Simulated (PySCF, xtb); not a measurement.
Al(SeH)3 (AlH₃Se₃), SMILES [SeH][Al]([SeH])[SeH].

GFN2-xTB run with xtb 6.7.1 at its own geometry gives an orbital gap of 3.40 eV and a dipole moment of 1.54 D.

Coordinates come from a B3LYP-D3(BJ)/def2-SVP optimisation. Other conformers were not sampled.

Task: What does PBE/def2-TZVP (PySCF) give? (An estimate is asked for; the answer gives what the named calculation found.)

Result: gap 4.36 eV (levels -6.18 and -1.83 eV), dipole 1.02 D.
